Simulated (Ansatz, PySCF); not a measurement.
CuH, SMILES [CuH] (connectivity only; charge and spin as stated), charge +1, multiplicity 2. Atoms are numbered in the order given.

```xyz
2

Cu     0.0000     0.0000    -0.0544
H      0.0000     0.0000     1.4345
```
Charge +1, spin multiplicity 2.

Geometry optimised at r2SCAN-D4/def2-TZVPD. The multiplicity is an assumed one; other spin states were not compared.

Two levels are set side by side: PBE-D3(BJ)/def2-TZVPD (Ansatz, a program for electronic structure) and r2SCAN-D4/def2-TZVPD (Ansatz). Each level has its own optimised geometry; the coordinates shown are those of the second. Frequencies come from the Hessian of PySCF at each geometry. Differences are taken from unrounded values.

| quantity | r2SCAN-D4 | PBE-D3(BJ) | PBE-D3(BJ) minus r2SCAN-D4 |
|---|---|---|---|
| bond Cu1–H2 (Å) | 1.489 | 1.513 | 0.024 |
| highest harmonic wavenumber (cm⁻¹) | 1742 | 1653 | -89 |
| mean harmonic wavenumber (cm⁻¹) | 1742 | 1653 | -89 |
| zero-point energy (kcal/mol) | 2.49 | 2.36 | -0.13 |
